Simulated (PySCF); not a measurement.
A structure optimised at PBE0-D3(BJ)/def2-SVP, used in a PySCF frequency run:

```xyz
4

I      0.0069    -0.1746    -2.0369
Si    -0.1264     1.1714     0.0000
I      0.0069    -0.1746     2.0369
H      1.0436     2.1086     0.0000
```
Charge 0, spin multiplicity 2.

**Question.** Write its SMILES, formula and point group.

**Answer.** I[SiH]I, HI2Si, Cs

**Question.** What are its rotational constants (standard atomic weights)?

**Answer.** 9.7165, 0.47928, 0.45795 GHz
